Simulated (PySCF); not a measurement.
H₆BP₃ (SMILES PB(P)P), singlet, geometry from GFN2-xTB; CCSD/cc-pVDZ in PySCF.

The PySCF input:
```python
from pyscf import gto, scf, cc

mol = gto.Mole()
mol.atom = '''
    B    -0.04315281   -0.01312361   -0.00850091
    P     1.24820691   -0.94051147   -1.02530328
    H     2.12685527   -1.28227728   -0.01239817
    H     1.98565892    0.13617170   -1.48543529
    P    -0.47106371   -0.63310885    1.71621743
    H    -0.43311278   -1.99393306    1.47347422
    H    -1.85087757   -0.53957274    1.69079568
    P    -0.69685382    1.63516335   -0.63934784
    H    -2.05214025    1.48229857   -0.40888612
    H    -0.76496037    1.33978540   -1.98854036
'''
mol.basis = 'cc-pvdz'
mol.verbose = 4
mol.max_memory = 1800
mol.build()

mf = scf.RHF(mol)
mf.kernel()

mycc = cc.CCSD(mf, frozen=16)
mycc.kernel()
print('E(CCSD) = %.10f' % mycc.e_tot)
```

Question: Predict the main parts of the log of this PySCF run.

Answer: 
```
PySCF version 2.14.0

[INPUT] verbose = 4
[INPUT] num. atoms = 10
[INPUT] num. electrons = 56
[INPUT] charge = 0
[INPUT] spin (= nelec alpha-beta = 2S) = 0
[INPUT] symmetry False subgroup None
[INPUT] Mole.unit = angstrom
[INPUT] Symbol           X                Y                Z      unit          X                Y                Z       unit  Magmom
[INPUT]  1 B     -0.043152810000  -0.013123610000  -0.008500910000 AA   -0.081546992405  -0.024800028666  -0.016064391710 Bohr   0.0
[INPUT]  2 P      1.248206910000  -0.940511470000  -1.025303280000 AA    2.358769206690  -1.777309095312  -1.937542393818 Bohr   0.0
[INPUT]  3 H      2.126855270000  -1.282277280000  -0.012398170000 AA    4.019173966888  -2.423152874952  -0.023429145746 Bohr   0.0
[INPUT]  4 H      1.985658920000   0.136171700000  -1.485435290000 AA    3.752351535600   0.257327218916  -2.807065873864 Bohr   0.0
[INPUT]  5 P     -0.471063710000  -0.633108850000   1.716217430000 AA   -0.890181399122  -1.196402333538   3.243180912905 Bohr   0.0
[INPUT]  6 H     -0.433112780000  -1.993933060000   1.473474220000 AA   -0.818464535249  -3.767987394116   2.784462727407 Bohr   0.0
[INPUT]  7 H     -1.850877570000  -0.539572740000   1.690795680000 AA   -3.497651697400  -1.019644702881   3.195140767798 Bohr   0.0
[INPUT]  8 P     -0.696853820000   1.635163350000  -0.639347840000 AA   -1.316862868657   3.090010900426  -1.208192315932 Bohr   0.0
[INPUT]  9 H     -2.052140250000   1.482298570000  -0.408886120000 AA   -3.877983041696   2.801138332134  -0.772682782936 Bohr   0.0
[INPUT] 10 H     -0.764960370000   1.339785400000  -1.988540360000 AA   -1.445565595446   2.531827471691  -3.757796668044 Bohr   0.0

nuclear repulsion = 241.988215759882
number of shells = 38
number of NR pGTOs = 191
number of NR cGTOs = 98
basis = cc-pvdz
ecp = {}

******** <class 'pyscf.scf.hf.RHF'> ********
method = RHF
initial guess = minao
damping factor = 0
level_shift factor = 0
DIIS = <class 'pyscf.scf.diis.CDIIS'>
diis_start_cycle = 1
diis_space = 8
diis_damp = 0
SCF conv_tol = 1e-09
SCF conv_tol_grad = None
SCF max_cycles = 50
direct_scf = True
direct_scf_tol = 1e-13
Set gradient conv threshold to 3.16228e-05
Initial guess from minao.
init E= -1050.74085830166
  HOMO = -0.253183976289555  LUMO = 0.000935519650065775  gap/eV = 6.91494
cycle= 1 E= -1050.32612567028  delta_E= 0.415  |g|=  0.3  |ddm|= 2.51
  HOMO = -0.358936186024366  LUMO = 0.0381119457417389  gap/eV = 10.80423
cycle= 2 E= -1050.37431520603  delta_E= -0.0482  |g|= 0.108  |ddm|= 0.411
  HOMO = -0.348756593813618  LUMO = 0.0742489596966087  gap/eV = 11.51057
cycle= 3 E= -1050.38025198507  delta_E= -0.00594  |g|= 0.0498  |ddm|= 0.17
  HOMO = -0.35501846428538  LUMO = 0.0646590890423981  gap/eV = 11.42001
cycle= 4 E= -1050.38159023843  delta_E= -0.00134  |g|= 0.00911  |ddm|= 0.0772
  HOMO = -0.355274776058337  LUMO = 0.0663790953076506  gap/eV = 11.47379
cycle= 5 E= -1050.3816693883  delta_E= -7.91e-05  |g|= 0.0029  |ddm|= 0.021
  HOMO = -0.355826913999918  LUMO = 0.0663036032264448  gap/eV = 11.48676
cycle= 6 E= -1050.3816795471  delta_E= -1.02e-05  |g|= 0.000822  |ddm|= 0.00839
  HOMO = -0.355800610113099  LUMO = 0.0664113059445337  gap/eV = 11.48897
cycle= 7 E= -1050.38168037217  delta_E= -8.25e-07  |g|= 0.000284  |ddm|= 0.0023
  HOMO = -0.355844402517125  LUMO = 0.0664146824666965  gap/eV = 11.49025
cycle= 8 E= -1050.38168047071  delta_E= -9.85e-08  |g|= 9.41e-05  |ddm|= 0.000799
  HOMO = -0.355844568178826  LUMO = 0.0664120657842422  gap/eV = 11.49019
cycle= 9 E= -1050.38168048458  delta_E= -1.39e-08  |g|= 2.97e-05  |ddm|= 0.000302
  HOMO = -0.355846486017497  LUMO = 0.066412181723039  gap/eV = 11.49024
cycle= 10 E= -1050.38168048593  delta_E= -1.36e-09  |g|= 9.26e-06  |ddm|= 0.000103
  HOMO = -0.355846651609074  LUMO = 0.0664110227155907  gap/eV = 11.49022
cycle= 11 E= -1050.38168048604  delta_E= -1.09e-10  |g|= 2.13e-06  |ddm|= 3.74e-05
  HOMO = -0.355846800854527  LUMO = 0.0664109271623197  gap/eV = 11.49022
Extra cycle  E= -1050.38168048605  delta_E= -1.05e-11  |g|= 9.08e-07  |ddm|= 5.62e-06
converged SCF energy = -1050.38168048605

******** <class 'pyscf.cc.ccsd.CCSD'> ********
CC2 = 0
CCSD nocc = 12, nmo = 82
frozen orbitals 16
max_cycle = 50
direct = 0
conv_tol = 1e-07
conv_tol_normt = 1e-05
diis_space = 6
diis_start_cycle = 0
diis_start_energy_diff = 1e+09
Init t2, MP2 energy = -1050.83796249127  E_corr(MP2) -0.456282005219842
Init E_corr(CCSD) = -0.456282005220402
cycle = 1  E_corr(CCSD) = -0.504570181886098  dE = -0.0482881767  norm(t1,t2) = 0.0742881
cycle = 2  E_corr(CCSD) = -0.51975268632044  dE = -0.0151825044  norm(t1,t2) = 0.0240208
cycle = 3  E_corr(CCSD) = -0.52400325127159  dE = -0.00425056495  norm(t1,t2) = 0.0123405
cycle = 4  E_corr(CCSD) = -0.526064714650466  dE = -0.00206146338  norm(t1,t2) = 0.00467641
cycle = 5  E_corr(CCSD) = -0.525743394913399  dE = 0.000321319737  norm(t1,t2) = 0.00204793
cycle = 6  E_corr(CCSD) = -0.525718456463047  dE = 2.49384504e-05  norm(t1,t2) = 0.000545925
cycle = 7  E_corr(CCSD) = -0.525738236780709  dE = -1.97803177e-05  norm(t1,t2) = 0.000213108
cycle = 8  E_corr(CCSD) = -0.5257408002348  dE = -2.56345409e-06  norm(t1,t2) = 7.83309e-05
cycle = 9  E_corr(CCSD) = -0.525738855833315  dE = 1.94440148e-06  norm(t1,t2) = 3.34925e-05
cycle = 10  E_corr(CCSD) = -0.525738635435548  dE = 2.20397767e-07  norm(t1,t2) = 1.1205e-05
cycle = 11  E_corr(CCSD) = -0.52573810350384  dE = 5.31931709e-07  norm(t1,t2) = 3.98675e-06
cycle = 12  E_corr(CCSD) = -0.525738000465448  dE = 1.03038391e-07  norm(t1,t2) = 1.46799e-06
cycle = 13  E_corr(CCSD) = -0.525737992628584  dE = 7.83686416e-09  norm(t1,t2) = 6.32549e-07
CCSD converged
E(CCSD) = -1050.907418478683  E_corr = -0.5257379926285842
E(CCSD) = -1050.9074184787
```
